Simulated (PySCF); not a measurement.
BrClFHOSi, SMILES O[Si](F)(Cl)Br.

Geometry optimised at B3LYP-D3(BJ)/def2-SVP. Other conformers were not sampled.

Two levels are set side by side: TDA-PBE/def2-SVPD (PySCF) and TDA-ωB97X/def2-SVPD (PySCF). Vertical, same geometry. The lowest singlet is HOMO−1→LUMO 65 %, HOMO→LUMO 33 % with PBE and HOMO→LUMO 35 %, HOMO−1→LUMO 35 %, HOMO−1→LUMO+1 9 %, HOMO→LUMO+1 7 % with the other functional; states are paired by order. Differences are taken from unrounded values.

```tsv
quantity	TDA-ωB97X	TDA-PBE	TDA-PBE minus TDA-ωB97X
lowest singlet excitation (eV)	7.42	6.33	-1.09
lowest triplet excitation (TDA) (eV)	6.84	5.96	-0.88
```

A lower first singlet is the usual sign of a functional without exact exchange. Differences between two approximate levels are no errors against the true value.

Rough cost on one machine, each run with all the roots and properties that it gave: TDA-ωB97X against TDA-PBE about 5 times.
